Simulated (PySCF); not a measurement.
CH7ClOSi3. Atoms are numbered in the order given.

```xyz
13

Cl     2.2823    -0.8081    -0.4547
Si     0.7808    -0.2714     0.8810
O     -0.5112    -1.3126     0.7031
C     -1.3384    -1.2234    -0.4464
Si    -2.0235     0.5682    -0.6358
Si    -0.1550     1.7564     0.1543
H      1.2890    -0.4562     2.2619
H     -0.7787    -1.5113    -1.3560
H     -2.1593    -1.9484    -0.3319
H     -3.1855     0.7635     0.2842
H     -2.4441     0.8508    -2.0417
H      0.6547     2.4414    -0.8947
H     -0.4855     2.6941     1.2691
```
Charge 0, spin multiplicity 1.

Coordinates come from a PBE0-D3(BJ)/def2-SVP optimisation. The structure was generated by enumeration; whether it is a known compound was not checked. Other conformers were not sampled.

These are TDA-CAM-B3LYP/def2-SVPD (PySCF) values and carry that method's errors.

Vertical excitations. 

Computed excitation energies, oscillator strengths and character:
```tsv
state	energy (eV)	λ (nm)	f	main pairs
S1	5.66	219	0.007	HOMO→LUMO+1 55 %, HOMO→LUMO 40 %
S2	6.17	201	0.147	HOMO→LUMO 50 %, HOMO→LUMO+1 38 %
S3	6.76	183	0.004	HOMO−1→LUMO 43 %, HOMO−1→LUMO+1 40 %, HOMO→LUMO+2 12 %
S4	6.87	181	0.026	HOMO−1→LUMO 47 %, HOMO−1→LUMO+1 42 %
S5	6.94	179	0.130	HOMO→LUMO+2 68 %, HOMO−1→LUMO+1 11 %
S6	7.07	175	0.166	HOMO→LUMO+3 88 %
S7	7.22	172	0.045	HOMO→LUMO+5 42 %, HOMO−2→LUMO 32 %, HOMO−2→LUMO+1 9 %
S8	7.32	169	0.027	HOMO−2→LUMO 39 %, HOMO→LUMO+4 21 %, HOMO→LUMO+5 13 %, HOMO→LUMO+2 8 %
S9	7.44	167	0.027	HOMO−2→LUMO+1 69 %
S10	7.55	164	0.001	HOMO→LUMO+4 35 %, HOMO→LUMO+5 15 %, HOMO−2→LUMO 10 %, HOMO−1→LUMO+3 8 %
T1	5.17	240	0	HOMO→LUMO 58 %, HOMO→LUMO+1 34 %
T2	5.28	235	0	HOMO→LUMO+1 55 %, HOMO→LUMO 33 %
T3	6.04	205	0	HOMO→LUMO+2 79 %
T4	6.33	196	0	HOMO−2→LUMO+1 38 %, HOMO−2→LUMO 22 %, HOMO→LUMO+5 17 %
```
Triplets are in the Tamm–Dancoff approximation.
